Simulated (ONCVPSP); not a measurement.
# An all-electron radial function and its pseudo partner (La (Z = 57))

Columns: radius, all-electron u(r) and pseudo u(r) of the 5p shell (level -44.91 eV) of lanthanum in the configuration [Kr] 4d10 5s2 5p6; LDA (Perdew-Wang 92), scalar-relativistic, ONCV scheme, ONCVPSP 4.0.1.

| r (bohr) | all-electron | pseudo |
| --- | --- | --- |
| 0.115 | 0.0326 | 0.0092 |
| 0.230 | 0.2895 | 0.0368 |
| 0.345 | -0.0742 | 0.0822 |
| 0.460 | -0.3998 | 0.1445 |
| 0.575 | -0.4570 | 0.2218 |
| 0.690 | -0.3041 | 0.3111 |
| 0.805 | -0.0526 | 0.4082 |
| 0.920 | 0.2136 | 0.5079 |
| 1.035 | 0.4483 | 0.6042 |
| 1.150 | 0.6321 | 0.6909 |
| 1.265 | 0.7615 | 0.7625 |
| 1.380 | 0.8411 | 0.8149 |
| 1.495 | 0.8788 | 0.8458 |
| 1.610 | 0.8834 | 0.8547 |
| 1.725 | 0.8632 | 0.8430 |
| 1.840 | 0.8252 | 0.8137 |
| 1.955 | 0.7756 | 0.7703 |
| 2.070 | 0.7188 | 0.7172 |
| 2.185 | 0.6587 | 0.6585 |
| 2.300 | 0.5978 | 0.5978 |
| 2.415 | 0.5381 | 0.5381 |
| 2.530 | 0.4809 | 0.4809 |
| 2.645 | 0.4272 | 0.4272 |
| 2.760 | 0.3774 | 0.3774 |
| 2.875 | 0.3317 | 0.3317 |
| 2.990 | 0.2904 | 0.2904 |

Question: How many radial nodes do the two functions have?

Answer: The all-electron 5p function has n − l − 1 = 3 (the table is too coarse to show those close to the nucleus); the pseudo-wave has 0, since the states of the same l below it are removed with the core.

Question: At about which radius was the pseudo-wave matched?

Answer: 2.30 bohr, where the columns begin to agree (steps of 0.12 bohr).

Question: Where does each function peak?

Answer: Outermost all-electron maximum near 1.61 bohr, pseudo maximum near 1.61 bohr (to the table’s step).

Question: Is the pseudo-wave norm-conserving?

Answer: Yes: the ONCV scheme keeps the norm inside the radius equal to the all-electron one, which fixes the energy derivative of the logarithmic derivative at the level.
